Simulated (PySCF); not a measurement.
PySCF job for C₂H₇FSi₂, SMILES F[SiH2]/C=C\[SiH3], PBE/pcSseg-1. Coordinates come from a PBE0-D3(BJ)/def2-SVP optimisation. The structure was generated by enumeration; whether it is a known compound was not checked. Other conformers were not sampled.

```python
import numpy as np
from pyscf import gto, scf, dft
from pyscf.prop.nmr import rks as nmr

mol = gto.M(
    atom='''
    F     1.40019892   -0.91267254    0.00000000
    Si   -0.03151939   -1.69855841   -0.00000000
    C    -1.37865911   -0.41840252   -0.00000000
    C    -1.20817192    0.91647368    0.00000000
    Si    0.40224924    1.91024945   -0.00000000
    H    -0.08924887   -2.55516304   -1.21797290
    H    -0.08924887   -2.55516304    1.21797290
    H    -2.40977360   -0.80517472    0.00000001
    H    -2.12068527    1.53111795    0.00000001
    H     1.21549918    1.64712645   -1.22250958
    H     0.00693632    3.35208119    0.00000000
    H     1.21549918    1.64712645    1.22250958
    ''',
    basis='pcSseg-1',
    charge=0,
    spin=0,
    max_memory=1600,
    verbose=3,
)
mf = dft.RKS(mol, xc='pbe')
mf.grids.level = 3
mf.conv_tol = 1e-10
mf.max_cycle = 100
mf.kernel()
n = nmr.NMR(mf)
n.verbose = 2
n.max_cycle_cphf = 60
sigma = n.kernel()
print('atom   isotropic/ppm   span/ppm')
for i, s in enumerate(sigma):
    w = np.linalg.eigvalsh((s + s.T) / 2)
    print(f'{mol.atom_symbol(i):2s}{i + 1:3d} {w.mean():14.3f} {w[2] - w[0]:11.3f}')
```

Log of the run:

```
converged SCF energy = -758.729472160617
atom   isotropic/ppm   span/ppm
F   1        390.208      71.812
Si  2        334.575     149.839
C   3         27.204     231.304
C   4         25.903     261.660
Si  5        414.676      64.051
H   6         25.521       7.332
H   7         25.521       7.332
H   8         24.380       3.810
H   9         23.874       4.545
H  10         26.771       6.906
H  11         27.118       7.632
H  12         26.771       6.906
```

The run converged.

Cost: about 19 core-seconds (a rough figure).
